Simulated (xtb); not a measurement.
xtb input:

```bash
xtb mol.xyz --gfn 1 --sp --chrg 0 --uhf 0
```
mol.xyz:
```
16

C     -2.37148167     0.76072786     0.10889863
C     -1.28788513     0.64699674     0.87228624
C     -0.81706737     1.75712157     1.76846344
C     -0.46711279    -0.61088576     0.89820084
Se     0.70017178    -0.87693229    -0.68921080
C      1.55571481     0.88506477    -0.73533769
H     -2.69439792    -0.04602210    -0.53737766
H     -2.95985938     1.66913515     0.09408371
H      0.21948570     2.02705373     1.55121103
H     -0.84435238     1.44429897     2.81658130
H     -1.43517504     2.64790310     1.66091026
H     -1.09481886    -1.50046316     0.88488146
H      0.16821295    -0.65206870     1.78090704
H      0.80531758     1.65923134    -0.87570153
H      2.12826016     1.05998079     0.17290751
H      2.22847978     0.87249744    -1.59030504
```

### Question
Which total energy does the run end on?

### Answer
-19.28137 Eh (GFN1-xTB).
